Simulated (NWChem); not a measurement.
Molecule: C4H9O, doublet; SMILES CC([O])(C)C

```xyz
14

C      1.3110    -0.7147     0.0000
C     -0.0155     0.0831     0.0000
C     -0.8165    -0.2294     1.2687
C     -0.8165    -0.2294    -1.2687
O      0.4085     1.3858     0.0000
H      1.0746    -1.7893     0.0000
H      1.9034    -0.4768    -0.8944
H      1.9034    -0.4768     0.8944
H     -1.1094    -1.2898     1.3076
H     -1.7324     0.3801     1.2964
H     -0.2204     0.0093     2.1614
H     -0.2204     0.0093    -2.1614
H     -1.1094    -1.2898    -1.3076
H     -1.7324     0.3801    -1.2964
```
Atoms are numbered in this order, from 1.

All runs: NWChem. Pople sets run with spherical d functions. Spin-unrestricted. In the optimisation the excess spin sits in a' (Cs, its own frame). The radical's symmetric form is orbitally degenerate, so geometry and low modes hang on which distorted state is reached. Geometry: optimised at PBE0/def2-SVP, spin-unrestricted. No frequency run checked for a minimum. No stability test was run on the SCF state.

For level PBE0/6-31+G*:

- dipole (D) = 2.20

**Question.** Estimate the same quantities for level PBE0/6-311G**.

**Answer.** The dipole (D) is 1.98.
